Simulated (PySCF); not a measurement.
Problem. Write Cartesian coordinates for [CrSI4]-, `[S]=[Cr-]([I])([I])([I])[I]` [radical] as optimised with PBE0-D3(BJ)/def2-SVP. (Charge -1 and doublet state.)

Solution. 
```
atom  x, y, z in Å
Cr1   -0.1391   -0.1360   -0.2645
S2     0.4293    0.3391    1.7841
I3     2.6192    0.0861   -0.4676
I4    -0.2394    2.6769   -0.0279
I5    -2.7010   -0.1933   -0.8451
I6     0.0311   -2.7727   -0.1789
```

Any rigid rotation of these coordinates is as good. Atoms count from 1 in this order. Cr1 (chromium bonded to 4 I and S) has τ5 = (β − α)/60° = 0.17 from the two widest angles, 173.1° and 162.7° (0 for a square pyramid, 1 for a trigonal bipyramid). The Cr–I distances run from 2.627 Å (Cr1–I5) to 2.825 Å (Cr1–I4), a spread of 0.198 Å.

Bonds between heavy atoms (Å): Cr1–S2 2.178, Cr1–I3 2.775, Cr1–I4 2.825, Cr1–I5 2.627, Cr1–I6 2.644.

Computed with PBE0-D3(BJ)/def2-SVP geometry optimisation, gas phase, def2 core potentials past Kr in PySCF.

Point group: C1 (no symmetry element, even within 0.4 Å). Whether it is a minimum is left open (no frequencies). ⟨S²⟩ = 2.818 (exact for a doublet: 0.75). The geometry's basis has no diffuse functions, a weakness for an anion.

Neither the SCF state along the optimisation nor the shape of the open-shell metal species was proved the lowest: other solutions of the same spin, or a structure of lower symmetry, can lie below.
